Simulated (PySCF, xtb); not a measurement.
PbBr3, SMILES [Br][Pb-]([Br])[Br], charge -1.

GFN2-xTB run with xtb at its own geometry gives an orbital gap of 5.20 eV.

Geometry optimised at PBE0-D3(BJ)/def2-SVPD. The isomer is the one that the SMILES or the coordinates give; other isomers of the formula were not compared. The def2 effective core potentials stand for the cores of Pb; spin–orbit coupling is left out.

### Question
What does CAM-B3LYP/def2-SVPD (PySCF) give? (The exact figures need the calculation; the answer reports its results.)

### Answer
gap 7.12 eV (levels -4.44 and 2.68 eV).
